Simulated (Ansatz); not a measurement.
Worked example: SbH2Cl + SiH(CH3)3 → SbH3 + Si(CH3)3Cl

Species: SbH2Cl `[Cl][SbH2]`, singlet; SiH(CH3)3 (trimethylsilane), singlet; SbH3 (stibine) `[SbH3]`, singlet; Si(CH3)3Cl (chlorotrimethylsilane), singlet. The partners trade Cl for H: Sb–Cl and Si–H bonds give way to Sb–H and Si–Cl.

Shapes, held fixed at every level: PBE0-D4/def2-TZVP. Programs: Ansatz 0.2.0. The zero-point and thermal change to 298 K, harmonic and unscaled (PBE0-D4/def2-TZVP), is -2.6 kJ/mol.

At CCSD(T)/def2-TZVPP; 1 Eh = 2625.50 kJ/mol:

```
   species  energy (Eh)
    SbH2Cl  -700.538496
 SiH(CH3)3  -409.201646
      SbH3  -241.368975
Si(CH3)3Cl  -868.395609
```

Q: Work out ΔH(298 K) of the reaction at this level.

A: 
1. Products less reactants: (-241.368975) + (-868.395609) − [(-700.538496) + (-409.201646)] = -0.024442 Eh = -64.2 kJ/mol.
2. With the thermal change: -64.2 + (-2.6) = -66.8 kJ/mol.

Other levels give -69.5 (CCSD(T)/def2-SVP) to -54.3 kJ/mol (HF/def2-TZVPP). No measured value is set beside it here. For atoms past krypton def2 sets carry core potentials with scalar relativity. Outer-core shells of Sb are correlated, in sets that cover them unevenly.
